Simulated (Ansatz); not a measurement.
`[SiH3][SiH2][GeH3]` + `O/C=C\Cl` → `[OH][GeH2][SiH2][SiH3]` + `C=CCl`  (formal exchange of groups at a Ge–H bond)

Gas-phase electronic energies from Ansatz, PBE0-D4/def2-TZVP geometries. CCSD(T)/CBS is the MP2 limit (def2-TZVPP, def2-QZVPP) plus CCSD(T) − MP2 in def2-TZVPP, frozen cores. This one scheme is used for every species. DFT in def2-TZVPP. B3LYP here is the variant with VWN-RPA as its local correlation; programs differ in this. For Ge outer-core shells are correlated without core-valence functions, which leaves a few kJ/mol of doubt a bond. Scalar relativity is left out up to krypton. Each species was taken in one conformer, which may not be the lowest.

Task: Is it downhill or uphill in electronic energy at CCSD(T)/CBS, and by how much? (Estimate.)

Result: The calculation gave: Downhill: ΔE = -70.5 kJ/mol.

Task: What do these levels give: PBE-D4, B3LYP-D4, r2SCAN0-D4, ωB97X-V, PBE, BLYP, B3LYP, CAM-B3LYP, LC-ωPBE, MP2/def2-TZVPP, MP2/CBS(def2), CCSD/CBS(def2)? (Best estimate.)

Result: Ansatz gave: PBE-D4 -53.5, B3LYP-D4 -64.6, r2SCAN0-D4 -59.9, ωB97X-V -62.9, PBE -53.2, BLYP -64.1, B3LYP -64.1, CAM-B3LYP -62.4, LC-ωPBE -57.9, MP2/def2-TZVPP -74.6, MP2/CBS(def2) -74.6, CCSD/CBS(def2) -71.8 kJ/mol.

Largest T1 diagnostic among the species: 0.013.

At CCSD(T), def2-SVP lies +19.2 kJ/mol from the extrapolated value and def2-TZVPP −0.0 kJ/mol. Leaving LDA and LC-ωPBE aside and taking each functional with its dispersion term where it has one, the values, not all of them listed here, spread over 15.6 kJ/mol, from B2PLYP to PBE-D4. LDA lies +17.8 kJ/mol from PBE without D4.
